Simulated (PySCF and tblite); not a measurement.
Values are calculated unless marked as measured or tabulated.
3 E/Z isomers of C₆H₆O₂, numbered alike:

| isomer | SMILES | descriptors |
| --- | --- | --- |
| A | [O:1]=[CH:2]/[CH:3]=[CH:4]/[CH:5]=[CH:6]/[CH:7]=[O:8] | 3=4 E, 5=6 E |
| B | [O:1]=[CH:2]/[CH:3]=[CH:4]\[CH:5]=[CH:6]\[CH:7]=[O:8] | 3=4 Z, 5=6 E |
| C | [O:1]=[CH:2]/[CH:3]=[CH:4]\[CH:5]=[CH:6]/[CH:7]=[O:8] | 3=4 Z, 5=6 Z |

Protocol: conformer search, at most 5 conformers an isomer, GFN2-xTB geometries, energies B3LYP/pcSseg-1 (IEF-PCM, tetrahydrofuran) (D3(BJ) added where defined), weights at 298.15 K with GFN2-xTB thermal terms. Programs: PySCF with density fitting and tblite.

(1) Rank the isomers by free energy at 298.15 K.

(2) If they could interconvert freely, what would the mixture hold (chiral isomers as racemates)?

At least one structure keeps an imaginary mode at the tight-binding level.

## Answers

(1) 
| isomer | ΔG (kcal/mol) | ΔE, lowest conformer | conformers | largest weight % | rms dipole (D) |
| --- | --- | --- | --- | --- | --- |
| A | 0.0 | 0.0 | 3 | 82 | 1.97 |
| B | 2.0 | 2.7 | 4 | 60 | 3.61 |
| C | 5.3 | 5.6 | 3 | 52 | 3.14 |

(2) A 96 %, B 4 %, C 0 %. A racemate gains RT ln 2.
